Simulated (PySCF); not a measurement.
Species: C7H6F3 (charge -1).
Atom-mapped SMILES: `[F:1][C:2]([F:3])([F:4])[CH2:5][c:6]1[cH:7][cH:8][cH-:9][cH:10]1`

Cartesian coordinates in Å at the GFN2-xTB level; atoms count from 1:
```xyz
16
C7H6F3 angstrom
F      3.4406    0.2722   -0.6764
C      2.0681    0.3098   -0.7944
F      1.8123   -0.4371   -1.8800
F      1.8045    1.5803   -1.1387
C      1.3748   -0.1562    0.4656
C     -0.1205   -0.1260    0.3418
C     -0.9502    0.9543    0.6590
C     -2.2625    0.5704    0.4089
C     -2.2499   -0.7423   -0.0631
C     -0.9297   -1.1747   -0.1075
H      1.7231    0.5038    1.2673
H      1.7394   -1.1714    0.6551
H     -0.6170    1.9143    1.0326
H     -3.1433    1.1833    0.5585
H     -3.1192   -1.3251   -0.3435
H     -0.5783   -2.1468   -0.4289
```

Definitions: NICS(0) = −σiso at the ring centroid; NICS(1) = −σiso and NICS(1)zz = −σzz at ±1 Å along the ring normal z. Level: GIAO PBE0/pcSseg-1 (PySCF, non-relativistic, gas phase) on the GFN2-xTB geometry, one conformer.

Ring bond lengths (Å), with Mayer bond orders in brackets: C6–C7 1.399 (1.38), C7–C8 1.390 (1.42), C8–C9 1.395 (1.40), C9–C10 1.390 (1.42), C10–C6 1.399 (1.38).

Task: Give the NICS values of each ring in ppm.

Result: 
| ring | type | NICS(0) | NICS(1), two faces | NICS(1)zz, two faces | rms pucker (Å) | centre to ring atoms, mean (Å) |
| --- | --- | --- | --- | --- | --- | --- |
| C6–C7–C8–C9–C10 | 5-membered carbocycle; formal bonds all aromatic | -14.0 | -11.6 / -12.0 | -30.4 / -32.4 | 0.00 | 1.19 |

Task: What can be read from them?

Result: 
- C6–C7–C8–C9–C10: mean NICS(1)zz -31.4 ppm, shielded. The ring is flat and has no four-coordinate atom; by the NICS criterion it is aromatic.

Task: And the bond-length index? HOMA = 1 − mean of α(R − Ropt)² over the ring bonds, with Krygowski's 1993 parameters (CC: Ropt 1.388 Å, α 257.7 Å⁻²).

Result: 
- C6–C7–C8–C9–C10: HOMA 0.99 = 1 − EN − GEO, with mean bond length 1.394 Å, EN = α(Ropt − mean)² = 0.011 and GEO = α × variance = 0.004. The geometric and the magnetic index point the same way.

Task: What is the mean of the two in-plane components of NICS at the second NICS(1) probe listed for ring C6–C7–C8–C9–C10, 1 Å off the ring?

Result: The isotropic value is a third of the trace: (3 × -12.0 − (-32.4))/2 = -1.8 ppm.

Task: Give the inner angles of the rings and the Hirshfeld charges of the ring atoms.

Result: 
- C6–C7–C8–C9–C10: C6 108.0° (-0.106 e), C7 107.8° (-0.171 e), C8 108.2° (-0.172 e), C9 108.2° (-0.172 e), C10 107.8° (-0.171 e); sum 540.0° against 540° for a flat convex ring.

Task: What are the shieldings of the ring atoms and their hydrogens in the same run (means over atoms taken as equivalent)?

Result: 
| atoms | environment | σ isotropic (ppm) | principal values of the symmetric part, first atom (ppm) |
| --- | --- | --- | --- |
| C6 | substituted aromatic carbon | 86.8 | 13.3, 91.7, 155.5 |
| C7 (×2) | aromatic CH carbon | 81.2 | 0.8, 92.3, 150.5 |
| C8 (×2) | aromatic CH carbon | 83.4 | 6.1, 86.4, 157.5 |
| H13 (×2) | aromatic hydrogen | 26.11 | 23.5, 26.4, 28.4 |
| H14 (×2) | aromatic hydrogen | 26.22 | 23.8, 25.9, 28.9 |
